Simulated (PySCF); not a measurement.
Bond stretch in Cl2 (anion, charge -1), doublet.

Method: CCSD(T) on UHF/aug-cc-pVDZ, 10 core orbitals frozen (PySCF).

Question: Relative to R = 2.64 Å, what are the energies at R = 2.13, 2.38, 2.46, 3.03 Å?

Answer: 26.0 kcal/mol at 2.13 Å, 5.2 kcal/mol at 2.38 Å, 2.4 kcal/mol at 2.46 Å, 3.9 kcal/mol at 3.03 Å.

Where the anion isn't bound against loss of the electron, the finite basis alone holds it.
